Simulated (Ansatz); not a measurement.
Geometry optimisation, UHF/def2-SVP in Ansatz.

Input:

```yaml
crystal:
  periodic: [false, false, false]
  atoms:
    - { symbol: Sn, position_ang: [0.00268, 0.004193, -0.303362] }
    - { symbol: H, position_ang: [0.01567, 0.025831, 2.642336] }
    - { symbol: H, position_ang: [1.627663, 0.002213, -0.837534] }
    - { symbol: H, position_ang: [-0.810449, 1.410231, -0.840083] }
    - { symbol: H, position_ang: [-0.807891, -1.400238, -0.854611] }
    - { symbol: O, position_ang: [-0.018407, -0.029039, 3.60981] }
    - { symbol: H, position_ang: [-0.521866, -0.81429, 3.772344] }
magnetization:
  spin_polarized: true
  initial_magnetization: 1
basis:
  gaussian: { orbitals: def2-SVP }
hamiltonian:
  xc: hf
relax:
  f_tol: 0.03
  max_steps: 50
output:
  orbitals: {}
```

Command:

```bash
$ ansatz run input.yaml --threads 1 --pin off --max-ram 2048MiB --backend cpu --events-out ev --progress --plain --runs-dir out
```

Where does it end, and by what steps?

The run converged. The force dipped under the threshold on the way, but the program's further checks kept it going. After 38 steps the energy has fallen by 0.094 eV; H2 moved furthest, 1.18 Å.

```tsv
step	energy less start (eV)	largest force component (eV/Å)	accepted
0	0.0000	1.450	yes
2	-0.0634	0.352	yes
4	-0.0745	0.155	yes
6	-0.0781	0.056	yes
8	-0.0787	0.061	yes
10	-0.0788	0.017	yes
12	-0.0788	0.058	yes
14	-0.0783	0.241	no
16	-0.0790	0.103	yes
18	-0.0792	0.039	yes
20	-0.0791	0.246	no
22	-0.0800	0.051	yes
24	-0.0779	0.129	no
26	-0.0813	0.055	yes
28	-0.0820	0.039	yes
30	-0.0831	0.232	yes
32	-0.0854	0.112	yes
34	-0.0876	0.103	yes
36	-0.0901	0.060	yes
38	-0.0944	0.026	yes
```

```xyz
7
Properties=species:S:1:pos:R:3
Sn -0.003 0.094 -0.764
H -0.247 0.420 3.722
H 1.648 0.008 -1.214
H -0.756 1.400 -1.585
H -0.794 -1.371 -1.175
O 0.137 -0.435 3.847
H -0.497 -0.917 4.356
```

Time of the run: 56 s on 1 thread of Arm Neoverse V1, with other jobs on the host, peak memory 0.13 GiB.
